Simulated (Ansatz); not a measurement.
## Worked example: vertical energy of the triplet above the singlet of GaCl (SMILES [Cl][Ga])

GaCl has 2 atoms, charge 0, and is taken as a singlet. SMILES: `[Cl][Ga]`. The coordinates come from a PBE0-D4/def2-TZVP relaxation.

| atom | x (Å) | y (Å) | z (Å) |
| --- | --- | --- | --- |
| Cl | 0.0000 | 0.0000 | -0.0236 |
| Ga | 0.0000 | 0.0000 | 2.1922 |

Both states at this one shape; open shells run unrestricted unless said. 1 Eh = 27.2114 eV.

```tsv
level	program	singlet GaCl (Eh)	triplet GaCl (Eh)
wB97X/STO-3G	Ansatz	-2357.456875	-2357.474406
RPA@PBE0/cc-pVTZ, 14 core orbitals frozen	Ansatz	-2383.334140	-2383.211606
```

Task: Work out the vertical gap, second state less first, at each level.

Result: 
1. wB97X/STO-3G: -2357.474406 − (-2357.456875) = -0.017531 Eh = -0.48 eV.
2. RPA@PBE0/cc-pVTZ: -2383.211606 − (-2383.334140) = 0.122534 Eh = 3.33 eV.

No measured value is set beside it here; the levels span -0.48 to 3.33 eV. Minimal sets are far from the basis-set limit. All-electron rows are non-relativistic unless named.
